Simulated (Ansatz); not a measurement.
CH$_{5}$F$_{2}$GeNO (SMILES C[O][Ge]([NH2])([F])[F]), singlet, at a GFN2-xTB geometry; SC-NEVPT2/STO-3G, CASSCF(4,5) (Ansatz, a program for electronic structure).

Ansatz was given this input:
Ansatz 0.2 input:
```yaml
crystal:
  periodic: [false, false, false]
  atoms:
    - {symbol: C, position_ang: [-2.31738173, -0.51081539, -0.84745858]}
    - {symbol: O, position_ang: [-1.29467727, 0.41421520, -0.49135864]}
    - {symbol: Ge, position_ang: [0.27786205, 0.06776249, 0.07851875]}
    - {symbol: N, position_ang: [1.33946345, -0.94365479, -0.95583615]}
    - {symbol: F, position_ang: [0.87218338, 1.64088214, 0.42982359]}
    - {symbol: F, position_ang: [0.23969894, -0.72394855, 1.61100082]}
    - {symbol: H, position_ang: [-1.98696096, -1.18484901, -1.63905071]}
    - {symbol: H, position_ang: [-2.63261943, -1.09913738, 0.01503449]}
    - {symbol: H, position_ang: [-3.15338299, 0.09115650, -1.20398983]}
    - {symbol: H, position_ang: [2.15698092, -1.32138294, -0.49710570]}
    - {symbol: H, position_ang: [1.60292067, -0.54983507, -1.84843409]}
basis:
  gaussian:
    orbitals: STO-3G
magnetization: {spin_polarized: false}
correlation: {method: sc_nevpt2, electrons: all, active_space: {window: {electrons: 4, orbitals: 5}}}
```

Question: Write the output that Ansatz gives for this input, abridged.

Answer: 
```
Functional definition: HF
616 factors; integrals over basis functions are off by at most 3.2e-5 eV
mean field evaluation 1: about -65733.1828 eV, gradient 2.9e1 eV
mean field evaluation 2: about -65733.3581 eV, gradient 2.9e1 eV
mean field evaluation 4: about -65736.9930 eV, gradient 2.0e0 eV
mean field evaluation 8: about -65737.0161 eV, gradient 4.3e-2 eV
mean field -65737.01614591 eV, -2415.7907852125 hartree, gradient 2.5e-6 eV, S^2 0.000000; 0 other end points of the search recorded, 0 dependent functions left out
reference -65737.01614591 eV, -2415.7907852125 hartree; 38, 38 occupied and 10, 10 virtual orbitals, 616 factors
state -65737.97638413 eV, -2415.8260733159 hartree
state -65737.97638413 eV, -2415.8260733159 hartree; corrected -65742.47218057 eV, -2415.9912907879 hartree
Total energy: -65742.47218057 eV, -2415.9912907879 hartree
```
